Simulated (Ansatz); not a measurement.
[closo-1-(I)B7H6]2- (B₇H₆I²⁻). The state is a singlet with charge -2. Geometry r2SCAN-D4/def2-SVPD.

| atom | x (Å) | y (Å) | z (Å) |
| --- | --- | --- | --- |
| B1 | -0.351 | 1.382 | -0.055 |
| B2 | 1.198 | 0.756 | -0.175 |
| B3 | -0.128 | -0.129 | -0.979 |
| B4 | -0.500 | -1.298 | 0.318 |
| B5 | 1.106 | -0.900 | 0.055 |
| B6 | 0.156 | 0.157 | 1.194 |
| B7 | -1.401 | 0.112 | 0.249 |
| I8 | -0.434 | -0.437 | -3.315 |
| H9 | -0.662 | 2.551 | -0.185 |
| H10 | 2.210 | 1.391 | -0.408 |
| H11 | -0.938 | -2.418 | 0.506 |
| H12 | 2.039 | -1.681 | 0.020 |
| H13 | 0.313 | 0.316 | 2.396 |
| H14 | -2.608 | 0.198 | 0.380 |

In the def2 sets I takes a core potential; there is no spin–orbit coupling. A multiply charged anion in the gas phase is held together partly by the finite basis. At PBE-D4/def2-TZVPD, r2SCAN-D4/def2-TZVPD, B97M-V/def2-TZVPD, PBE0-D4/def2-TZVPD the highest occupied level of the charge -2 singlet lies above zero (up to 2.74 eV). The electron is either unbound and held by the finite basis, or the level is raised by self-interaction error.

Task: Estimate the orbital energies around the gap (eV) in Ansatz with HF/def2-TZVPD, PBE-D4/def2-TZVPD, r2SCAN-D4/def2-TZVPD, B97M-V/def2-TZVPD, PBE0-D4/def2-TZVPD.

Result: 
```json
{"orbital": "HOMO−9", "HF/def2-TZVPD": "-5.14", "PBE-D4/def2-TZVPD": "-0.79", "r2SCAN-D4/def2-TZVPD": "-1.12", "B97M-V/def2-TZVPD": "-1.17", "PBE0-D4/def2-TZVPD": "-2.07"}
{"orbital": "HOMO−8", "HF/def2-TZVPD": "-4.39", "PBE-D4/def2-TZVPD": "0.22", "r2SCAN-D4/def2-TZVPD": "-0.07", "B97M-V/def2-TZVPD": "-0.18", "PBE0-D4/def2-TZVPD": "-1.08"}
{"orbital": "HOMO−7", "HF/def2-TZVPD": "-4.39", "PBE-D4/def2-TZVPD": "0.22", "r2SCAN-D4/def2-TZVPD": "-0.07", "B97M-V/def2-TZVPD": "-0.18", "PBE0-D4/def2-TZVPD": "-1.08"}
{"orbital": "HOMO−6", "HF/def2-TZVPD": "-2.43", "PBE-D4/def2-TZVPD": "1.09", "r2SCAN-D4/def2-TZVPD": "0.86", "B97M-V/def2-TZVPD": "0.79", "PBE0-D4/def2-TZVPD": "0.01"}
{"orbital": "HOMO−5", "HF/def2-TZVPD": "-2.43", "PBE-D4/def2-TZVPD": "1.09", "r2SCAN-D4/def2-TZVPD": "0.86", "B97M-V/def2-TZVPD": "0.79", "PBE0-D4/def2-TZVPD": "0.01"}
{"orbital": "HOMO−4", "HF/def2-TZVPD": "-1.91", "PBE-D4/def2-TZVPD": "1.47", "r2SCAN-D4/def2-TZVPD": "1.28", "B97M-V/def2-TZVPD": "1.16", "PBE0-D4/def2-TZVPD": "0.46"}
{"orbital": "HOMO−3", "HF/def2-TZVPD": "-0.76", "PBE-D4/def2-TZVPD": "2.27", "r2SCAN-D4/def2-TZVPD": "2.15", "B97M-V/def2-TZVPD": "2.06", "PBE0-D4/def2-TZVPD": "1.35"}
{"orbital": "HOMO−2", "HF/def2-TZVPD": "-0.76", "PBE-D4/def2-TZVPD": "2.27", "r2SCAN-D4/def2-TZVPD": "2.15", "B97M-V/def2-TZVPD": "2.06", "PBE0-D4/def2-TZVPD": "1.35"}
{"orbital": "HOMO−1", "HF/def2-TZVPD": "-0.62", "PBE-D4/def2-TZVPD": "2.74", "r2SCAN-D4/def2-TZVPD": "2.59", "B97M-V/def2-TZVPD": "2.42", "PBE0-D4/def2-TZVPD": "1.69"}
{"orbital": "HOMO", "HF/def2-TZVPD": "-0.62", "PBE-D4/def2-TZVPD": "2.74", "r2SCAN-D4/def2-TZVPD": "2.59", "B97M-V/def2-TZVPD": "2.42", "PBE0-D4/def2-TZVPD": "1.69"}
{"orbital": "LUMO", "HF/def2-TZVPD": "5.44", "PBE-D4/def2-TZVPD": "4.53", "r2SCAN-D4/def2-TZVPD": "4.91", "B97M-V/def2-TZVPD": "4.48", "PBE0-D4/def2-TZVPD": "4.82"}
{"orbital": "LUMO+1", "HF/def2-TZVPD": "6.49", "PBE-D4/def2-TZVPD": "5.48", "r2SCAN-D4/def2-TZVPD": "5.96", "B97M-V/def2-TZVPD": "5.42", "PBE0-D4/def2-TZVPD": "5.78"}
{"orbital": "LUMO+2", "HF/def2-TZVPD": "6.49", "PBE-D4/def2-TZVPD": "5.48", "r2SCAN-D4/def2-TZVPD": "5.96", "B97M-V/def2-TZVPD": "5.42", "PBE0-D4/def2-TZVPD": "5.78"}
{"orbital": "LUMO+3", "HF/def2-TZVPD": "6.75", "PBE-D4/def2-TZVPD": "5.57", "r2SCAN-D4/def2-TZVPD": "6.11", "B97M-V/def2-TZVPD": "5.56", "PBE0-D4/def2-TZVPD": "5.93"}
{"orbital": "LUMO+4", "HF/def2-TZVPD": "6.90", "PBE-D4/def2-TZVPD": "5.90", "r2SCAN-D4/def2-TZVPD": "6.43", "B97M-V/def2-TZVPD": "5.90", "PBE0-D4/def2-TZVPD": "6.22"}
{"orbital": "LUMO+5", "HF/def2-TZVPD": "6.97", "PBE-D4/def2-TZVPD": "5.94", "r2SCAN-D4/def2-TZVPD": "6.47", "B97M-V/def2-TZVPD": "5.93", "PBE0-D4/def2-TZVPD": "6.26"}
```
